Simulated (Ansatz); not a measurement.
Relaxation of C₂H₇FSeSi₂ (13 atoms, charge 0, multiplicity 1), to a largest force component of 0.02 eV/Å in at most 50 steps.

The calculation used RHF/def2-SVP in Ansatz.

```xyz
13
Properties=species:S:1:pos:R:3:forces:R:3
F 2.076 1.412 -0.820 -0.55 -0.55 -0.05
C 1.433 0.309 -0.328 0.85 0.17 -1.05
Se 1.991 0.026 1.514 2.89 -0.61 0.57
Si -0.132 0.323 1.660 -2.36 0.84 1.10
C -0.082 0.498 -0.193 -0.14 0.78 -0.06
Si -1.088 -0.801 -1.051 -0.40 0.30 -0.38
H 1.738 -0.561 -0.950 -0.18 0.76 0.38
H -0.860 -0.898 2.081 -0.21 0.28 0.28
H -0.562 1.586 2.379 -0.05 -0.76 -0.11
H -0.406 1.522 -0.462 0.34 -0.55 -0.22
H -0.896 -0.700 -2.480 0.04 -0.04 -0.84
H -2.494 -0.629 -0.719 -0.59 0.13 0.10
H -0.698 -2.120 -0.616 0.36 -0.75 0.28
```

Where does it end, and by what steps?

The forces met the threshold. The force dipped under the threshold on the way, but the program's further checks kept it going. After 19 steps the energy has fallen by 0.430 eV; Se3 moved furthest, 0.57 Å.

```tsv
step	energy less start (eV)	largest force component (eV/Å)	accepted
0	0.0000	2.888	yes
1	-0.3656	0.952	yes
2	-0.4043	0.215	yes
3	-0.4104	0.114	yes
4	-0.4127	0.084	yes
5	-0.4133	0.154	yes
6	-0.4127	0.235	no
7	-0.4146	0.012	yes
8	-0.4153	0.048	yes
9	-0.4167	0.058	yes
10	-0.4149	0.431	no
11	-0.4194	0.082	yes
12	-0.4224	0.152	yes
13	-0.4233	0.182	yes
14	-0.4252	0.171	yes
15	-0.4283	0.061	yes
16	-0.4293	0.063	yes
17	-0.4296	0.034	yes
18	-0.4297	0.020	yes
19	-0.4297	0.006	yes
```

```xyz
13
Properties=species:S:1:pos:R:3
F 1.955 1.125 -1.175
C 1.460 0.246 -0.282
Se 2.157 0.573 1.557
Si -0.107 0.337 1.780
C -0.064 0.387 -0.121
Si -1.150 -0.741 -1.190
H 1.780 -0.746 -0.590
H -0.543 -0.942 2.378
H -0.837 1.437 2.442
H -0.301 1.422 -0.387
H -0.903 -0.504 -2.631
H -2.575 -0.469 -0.884
H -0.852 -2.162 -0.884
```

Whether the end is a true minimum wasn't checked by a vibrational analysis.

Run time: 2.2 min on 2 threads of Arm Neoverse N1, on a shared host, peak memory 0.46 GiB.
